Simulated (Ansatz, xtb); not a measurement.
**Relative energy of two isomers of ClF3H2Si2**

We compare I, `F[Si](F)(F)[SiH2]Cl`, a singlet, with II, `F[SiH2][Si](F)(F)Cl`, a singlet. Both are isolated molecules in the gas phase, relaxed with PBE0-D3(BJ)/def2-SVP; each stands in its lowest conformer found.

Task: Which of the two would you expect CCSD(T)/def2-SVP + ΔMP2/def2-TZVPP electronic energies to favour?

Result: Structure I; the calculation gives E(II) − E(I) = +5.3 kcal/mol.

How the difference moves with the method:

| level | geometry | E(II) − E(I) (kcal/mol) | departure from the last row (kcal/mol) | job, with rough time for the two |
| --- | --- | --- | --- | --- |
| GFN2-xTB | GFN2-xTB | +1.2 | −4.0 | optimisation, 0.15 s |
| HF/STO-3G | GFN2-xTB | +6.1 | +0.9 | single point, 0.34 s |
| r2SCAN-D4/def2-SVP | GFN2-xTB | +4.8 | −0.5 | single point, 2.2 s |
| PBE0-D3(BJ)/def2-SVP | PBE0-D3(BJ)/def2-SVP | +4.4 | −0.9 | optimisation, 21 s |
| HF/def2-SVP | PBE0-D3(BJ)/def2-SVP | +4.7 | −0.6 | part of the CCSD(T) run |
| MP2/def2-SVP | PBE0-D3(BJ)/def2-SVP | +4.7 | −0.5 | part of the CCSD(T) run |
| CCSD(T)/def2-SVP | PBE0-D3(BJ)/def2-SVP | +4.8 | −0.5 | single point |
| CCSD(T)/def2-SVP + ΔMP2/def2-TZVPP | PBE0-D3(BJ)/def2-SVP | +5.3 |  | single point, 24 s |

As drawn, both hold the same kinds of bond in the same numbers.

None of the levels shown reverses the order. The largest departure from CCSD(T)/def2-SVP + ΔMP2/def2-TZVPP is that of GFN2-xTB, 4.0 kcal/mol. The last row adds to CCSD(T) the change of the MP2 difference between the two basis sets, here +0.5 kcal/mol.

With harmonic frequencies from PBE0-D3(BJ)/def2-SVP (ideal gas, rigid rotor, one conformer each, 298.15 K, 1 atm): on the last row, ΔE + ΔZPE = +5.3 kcal/mol. A mode under 50 cm⁻¹ makes harmonic enthalpies and free energies unreliable, so none is given.

The correlated steps freeze 18 core orbitals. Codes used: Ansatz 0.2.0, xtb 6.7.1; the last row on 2 threads of INTEL(R) XEON(R) PLATINUM 8581C CPU @ 2.10GHz (Emerald Rapids) on a shared host.
